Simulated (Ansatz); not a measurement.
The cluster FeCo₂, relaxed as a septet with UKS PBE0-D4/def2-TZVP in Ansatz, starting from the GFN1-xTB geometry. Force threshold 0.02 eV/Å.

The charge 0 septet is spin-contaminated (final ⟨S²⟩ up to 13.12, 12.00 for a pure state). The relaxation made no stability test and no search for a lower SCF solution. No other spin state of charge 0 was run. Another isomer (triplet) lies 0.08 eV lower at PBE0-D4/def2-TZVP; other spin states weren't run for this one.

Start:

| atom | x (Å) | y (Å) | z (Å) |
| --- | --- | --- | --- |
| Fe1 | -1.0613 | -0.2638 | -1.1557 |
| Co2 | 0.9840 | 1.2024 | 0.4108 |
| Co3 | 0.0773 | -0.9386 | 0.7448 |

```csv
step,energy (eV),largest force component (eV/Å),SCF passes
1,-109621.0433,0.371,452
2,-109621.1683,0.173,77
3 (rejected),-109621.1638,0.407,76
4,-109621.1731,0.170,62
5,-109621.1829,0.103,71
6 (rejected),-109621.1760,0.198,70
7,-109621.1849,0.006,64
```

Force components are those of the run's own axes.

End:

```xyz
3

Fe   -0.9148   -0.0998   -1.0842
Co    0.8259    1.1452    0.2509
Co    0.0889   -1.0454    0.8332
```

By distances, no bond broke or formed. The bond that changes most is Fe1–Co2, from 2.96 to 2.52 Å (atoms count from 1).

No frequencies were taken in this run, so the end may be a saddle point.

It took 62 s on 4 threads of Intel Xeon Platinum 8488C on a shared host, peak host memory 0.66 GiB.
